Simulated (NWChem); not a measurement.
# Correlation energy of bromine (Br2)

SMILES: BrBr
```xyz
2

Br     0.0000     0.0000     1.1492
Br     0.0000     0.0000    -1.1492
```
Charge 0, spin multiplicity 1.

The numbers come from NWChem runs, not from measurements. The geometry was optimised at PBE0/def2-SVP, a minimum by its harmonic frequencies.

Basis set: STO-3G. Each correlation energy counts from its own Hartree-Fock reference.

The Hamiltonian is non-relativistic. The correlated methods keep 18 core orbitals frozen. No row is a measurement; the coupled-cluster row has its own basis-set and correlation limits.

Task: For the correlation energy, MP2 gives -16.7 mHa and SCS-MP2 gives -20.0 mHa. What do CR-CCSD[T], CR-CCSD(T), CCSD give?

Result: CR-CCSD[T]: -24.8 mHa; CR-CCSD(T): -24.8 mHa; CCSD: -24.8 mHa.
